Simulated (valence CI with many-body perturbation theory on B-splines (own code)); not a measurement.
**E1 line list for Kr23+**

Method: configuration interaction combined with many-body perturbation theory (CI+MBPT): three valence electrons over a frozen Dirac-Fock core [Ne], radial functions for each j: 11 s, 11 p, 10 d, 8 f, 5 g, 2 h, with the one-electron correlation potential Σ1 (screened to all orders), the two-electron term Σ2, the three-electron term Σ3, Breit, model QED; selected single and double excitations, second order for the rest, scaled by the run's own slope (own B-spline code, finite nucleus).

No measured spectrum was set against this ion. As an estimate, levels of excited configurations hold to 0.05 to 0.15 % of their energy, terms of the ground configuration to about 0.5 %.

Lines 101 to 150 of 576 in falling wavelength, among levels below 518.88 eV, chosen from the strongest by gf and those to the six lowest levels. Wavelengths and rates use the calculated energies, so an error of 500 cm⁻¹ moves a line at 172.5 Å by 0.086 % and its rate by three times that or more. Electric multipoles are in the length gauge, E1 and E2 with the static RPA response of the core. Weak lines are less certain than strong ones. Lines between different terms over intervals too small for the method are left out, as are lines whose strength nearly cancels. Where a level lies close to another of its J and parity, the split of strength between their lines is uncertain. The highest levels of a list are the least certain.

Names give the largest LS component (configuration and term), which can be under half, so a name can repeat, a term be missing and a line seem to break the LS rules; names also repeat where a configuration has a term twice. Letters in brackets count levels of one name in rising energy.

```csv
λ vac (Å),Upper,Lower,A (s⁻¹),S (a.u.)
172.5,3s.3p2 2D_3/2,3s2.3p 2P°_1/2,9.98e+09,1.01e-01
172.3,3p.3d2 4D°_7/2 [a],3s.3d2 4F_7/2,8.57e+09,1.73e-01
172.2,3d3 2G_9/2,3p.3d2 2G°_7/2 [c],4.01e+10,1.01e+00
172.1,3s.3p.3d 4F°_5/2,3s.3p2 2D_3/2,1.38e+08,2.09e-03
171.7,3p.3d2 2F°_7/2 [c],3s.3d2 2G_9/2,3.58e+09,7.16e-02
171.6,3p.3d2 2P°_1/2 [c],3s.3d2 2P_3/2,1.42e+10,7.08e-02
171.2,3p2.3d 4F_7/2,3s.3p.3d 4F°_7/2,8.50e+09,1.68e-01
170.7,3p3 2D°_3/2,3s.3p2 4P_3/2,4.03e+09,3.95e-02
170.6,3p.3d2 2F°_7/2 [c],3s.3d2 2D_5/2,1.61e+10,3.16e-01
170.2,3p.3d2 4D°_5/2 [a],3p2.3d 2P_3/2 [b],6.21e+09,9.06e-02
169.5,3p.3d2 2D°_5/2 [a],3s.3d2 2D_3/2,9.92e+09,1.43e-01
169.5,3p.3d2 2D°_5/2 [a],3s.3d2 2D_5/2,1.07e+10,1.54e-01
169.5,3p.3d2 2G°_7/2 [a],3p2.3d 2F_5/2 [b],1.25e+10,2.41e-01
169.4,3p2.3d 2D_3/2 [c],3s.3p.3d 2P°_1/2 [b],1.28e+10,1.23e-01
168.7,3p.3d2 2P°_3/2 [c],3s.3d2 2S_1/2,1.20e+10,1.13e-01
168.6,3p.3d2 4D°_5/2 [b],3s.3d2 4F_7/2,5.85e+09,8.30e-02
168.2,3d3 2F_7/2,3p.3d2 2D°_5/2 [b],3.10e+10,5.81e-01
167.4,3p3 2D°_5/2,3s.3p2 4P_5/2,1.49e+09,2.07e-02
167.3,3p2.3d 2G_9/2,3s.3p.3d 4D°_7/2,3.44e+09,7.95e-02
167.2,3p.3d2 4D°_7/2 [b],3s.3d2 4F_9/2,5.26e+09,9.71e-02
167.2,3d3 2H_11/2,3p.3d2 2G°_9/2 [b],5.48e+10,1.52e+00
167.1,3p.3d2 2P°_3/2 [c],3s.3d2 2P_3/2,4.57e+10,4.21e-01
166.7,3p.3d2 2P°_1/2 [c],3s.3d2 2P_1/2,1.44e+10,6.61e-02
166.6,3d3 2F_5/2,3p.3d2 2D°_3/2 [d],3.41e+10,4.67e-01
166.5,3p.3d2 2G°_9/2 [a],3s.3d2 4F_9/2,4.22e+09,9.63e-02
166.1,3p.3d2 4D°_5/2 [b],3s.3d2 4F_5/2,9.74e+09,1.32e-01
166.1,3p.3d2 4S°_3/2,3s.3d2 4P_3/2,1.03e+10,9.32e-02
166.0,3p2.3d 2D_5/2 [a],3s.3p.3d 2D°_3/2,1.04e+10,1.42e-01
165.8,3p2.3d 2F_7/2 [b],3s.3p.3d 2F°_7/2 [a],2.40e+10,4.32e-01
165.7,3p.3d2 2F°_7/2 [b],3p2.3d 2D_5/2 [c],7.69e+09,1.38e-01
165.2,3p.3d2 2F°_5/2 [a],3p2.3d 4P_3/2,5.40e+09,7.21e-02
164.9,3p.3d2 4S°_3/2,3s.3d2 4P_1/2,1.30e+10,1.15e-01
164.9,3p.3d2 2D°_5/2 [b],3s.3d2 2F_7/2,2.16e+10,2.87e-01
164.7,3p2.3d 4F_9/2,3s.3p.3d 4F°_7/2,7.77e+09,1.71e-01
164.7,3p.3d2 2P°_3/2 [a],3s.3d2 4F_3/2,9.55e+09,8.43e-02
164.7,3p3 4S°_3/2,3s.3p2 4P_5/2,2.06e+10,1.81e-01
164.5,3d3 2G_7/2,3p.3d2 2D°_5/2 [a],3.91e+09,6.88e-02
164.5,3s.3d2 2D_5/2,3s.3p.3d 2P°_3/2 [c],8.78e+09,1.16e-01
164.4,3p.3d2 4D°_7/2 [b],3s.3d2 4F_7/2,3.70e+09,6.49e-02
164.0,3p.3d2 2D°_3/2 [d],3s.3d2 2F_5/2,1.32e+10,1.15e-01
163.6,3p2.3d 2D_5/2 [c],3s.3p.3d 2F°_7/2 [b],1.73e+10,2.25e-01
163.6,3s.3p.3d 2F°_7/2 [b],3s2.3d 2D_5/2,5.53e+10,9.57e-01
163.5,3d3 2H_9/2,3p.3d2 2F°_7/2 [c],5.05e+10,1.09e+00
162.9,3p.3d2 2G°_9/2 [b],3s.3d2 2G_9/2,1.39e+10,2.96e-01
162.8,3p2.3d 4F_7/2,3s.3p.3d 4F°_5/2,5.47e+09,9.32e-02
162.8,3p2.3d 2F_5/2 [b],3s.3p.3d 2D°_5/2 [a],9.66e+09,1.23e-01
162.5,3p2.3d 2D_3/2 [c],3s.3p.3d 2F°_5/2 [b],1.63e+10,1.38e-01
162.5,3p.3d2 2G°_9/2 [b],3s.3d2 2G_7/2,4.95e+09,1.05e-01
162.1,3p.3d2 2G°_7/2 [b],3p2.3d 2F_5/2 [b],8.50e+09,1.43e-01
162.1,3s.3d2 2D_5/2,3s.3p.3d 2P°_3/2 [b],1.17e+10,1.48e-01
```
